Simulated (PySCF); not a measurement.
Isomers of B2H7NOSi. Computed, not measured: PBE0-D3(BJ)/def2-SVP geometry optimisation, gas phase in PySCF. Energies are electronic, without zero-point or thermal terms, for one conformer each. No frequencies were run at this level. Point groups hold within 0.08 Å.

Problem. Rank from lowest to highest electronic energy at this level (kcal/mol).
A. `[BH2:1][O:2][BH:3][NH:4][SiH3:5]` with H–B1–O2–B3 175° and -6°, B1–O2–B3–N4 99°, O2–B3–N4–Si5 177°
B. `[BH2:1][NH:2][BH:3][O:4][SiH3:5]` with B1–N2–B3–O4 180°, N2–B3–O4–Si5 180°

Solution. B (0.0), A (8.5).

As drawn, the lower has an Si–O bond, which the higher lacks.

```json
{"SMILES": "BNBO[SiH3]", "E (Eh)": "-472.95188", "E rel (kcal/mol)": "0.0", "dipole (D)": "1.70", "point group": "near Cs", "A, B, C (MHz)": "27228, 1438, 1389"}
{"SMILES": "BOBN[SiH3]", "E (Eh)": "-472.93835", "E rel (kcal/mol)": "8.5", "dipole (D)": "1.57", "point group": "C1", "A, B, C (MHz)": "23421, 1424, 1396"}
```

Problem. How do the relative energies change in single points at B3LYP/pcSseg-2 (no added dispersion term) on the same geometries?

Solution. 
| SMILES | PBE0-D3(BJ)/def2-SVP (kcal/mol) | B3LYP/pcSseg-2 (kcal/mol) | shift |
| --- | --- | --- | --- |
| BNBO[SiH3] | 0.0 | 0.0 | 0.0 |
| BOBN[SiH3] | 8.5 | 10.6 | +2.1 |

Each column counts from its own lowest isomer. The order is unchanged; the largest shift is 2.1 kcal/mol.
